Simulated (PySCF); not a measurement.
C2Cl3, SMILES Cl[C]=C(Cl)Cl (connectivity only; charge and spin as stated), charge +1, multiplicity 1.

Coordinates come from a PBE0-D3(BJ)/def2-SVP optimisation. The multiplicity is an assumed one; other spin states were not compared. The isomer is the one that the SMILES or the coordinates give; other isomers of the formula were not compared.

Computed with ωB97X/def2-TZVP (PySCF).

Symmetry labels are those of the subgroup C2v that the program uses (full group C2v).

List the valence orbital energies around the gap with their symmetry. (Estimate from the structure and the level; the computed values follow.)


```json
[
 {"orbital": "HOMO−7", "symmetry": "B2", "energy (eV)": "-22.36"},
 {"orbital": "HOMO−6", "symmetry": "B1", "energy (eV)": "-21.84"},
 {"orbital": "HOMO−5", "symmetry": "B2", "energy (eV)": "-20.49"},
 {"orbital": "HOMO−4", "symmetry": "B1", "energy (eV)": "-19.78"},
 {"orbital": "HOMO−3", "symmetry": "A1", "energy (eV)": "-17.86"},
 {"orbital": "HOMO−2", "symmetry": "A2", "energy (eV)": "-17.61"},
 {"orbital": "HOMO−1", "symmetry": "B2", "energy (eV)": "-17.35"},
 {"orbital": "HOMO", "symmetry": "B1", "energy (eV)": "-15.71"},
 {"orbital": "LUMO", "symmetry": "B2", "energy (eV)": "-7.99"},
 {"orbital": "LUMO+1", "symmetry": "B1", "energy (eV)": "-4.76"},
 {"orbital": "LUMO+2", "symmetry": "A1", "energy (eV)": "-3.51"},
 {"orbital": "LUMO+3", "symmetry": "A1", "energy (eV)": "-2.34"}
]
```
